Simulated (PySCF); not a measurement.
## Working out the ionisation energy of P²⁺

P²⁺ [Ne] 3s2 3p1 (2P) → P³⁺ [Ne] 3s2 (1S). All numbers are calculated (PySCF 2.14, the spin-free X2C one-electron Hamiltonian (Gaussian nucleus), in dyall-av3z (19s12p3d2f, 84 functions)). Frozen: [Ne]; the 26 highest virtual orbitals dropped. Energies in hartree (1 hartree = 27.21139 eV):

| part | P²⁺ (lower) | P³⁺ (upper) |
| --- | --- | --- |
| UHF | -340.469125 | -339.382355 |
| CCSD correlation | -0.065246 | -0.049925 |
| (T) | -0.001044 | 0.000000 |

Q: What does Hartree-Fock give?

A: (-339.382355) − (-340.469125) = 1.086770 hartree = 29.573 eV.

Q: What do CCSD and CCSD(T) give?

A: The CCSD correlation energies differ by 0.015321 hartree = 0.417 eV and the triples by 0.001044 hartree = 0.028 eV, so CCSD gives 29.990 eV and CCSD(T) 30.018 eV.

A first-order spin-orbit estimate adds 0.041 eV to CCSD(T) (valence), giving 30.059 eV against 30.203 eV (measured; NIST Atomic Spectra Database, ionization energies).

What remains against the reference includes basis incompleteness, the frozen core and higher excitations.
